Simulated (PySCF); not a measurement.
Gas-phase reaction: GeHCl3 + 2 GeH3 → 3 GeHCl + 4 H

Energies from PySCF (xtb for GFN2), thermal terms from the rigid-rotor harmonic-oscillator model, ideal gas at 1 bar. † marks an energy on the PBE0/def2-TZVP geometry and frequencies; other levels use their own. MP2 freezes the core. 6-31G* has spherical d functions here. Open shells (unrestricted): GeH3 (multiplicity 2), H (multiplicity 2); the rest are closed-shell singlets. GFN2 has no spin-polarisation term. B3LYP is the form with VWN-RPA correlation. Ge: all electrons, no relativistic terms. GeH3, GeHCl: computed as isolated molecules; such fragments, hydroxides, amides, oligomers or adducts are transient or little studied in the gas. MP2 isn't extrapolated to the basis-set limit; its ΔH°(298 K) is 944.6 kJ in def2-SVP and 959.4 kJ in def2-TZVPP. The harmonic model lacks anharmonicity and excited electronic states, which grow with temperature; levels with a mode under 35 cm⁻¹ are left out.

```tsv
level	ΔE electronic, kJ	ΔH°(298 K), kJ	ΔS°(298 K), J/K	ΔG°(1600 K), kJ
B3LYP/6-31G*	950	887	463	110
B3LYP/def2-TZVP†	966	901	463	124
BLYP/def2-TZVP†	909	845	463	67
GFN2-xTB	809	753	458	-14
HF/def2-TZVP†	871	806	463	29
MP2/def2-SVP†	1009	945	463	167
PBE/def2-TZVP†	949	885	463	107
LDA/def2-TZVP†	1093	1028	463	250
```
ΔH° is lowest at GFN2-xTB and highest at LDA/def2-TZVP†. No reference value is set beside these.
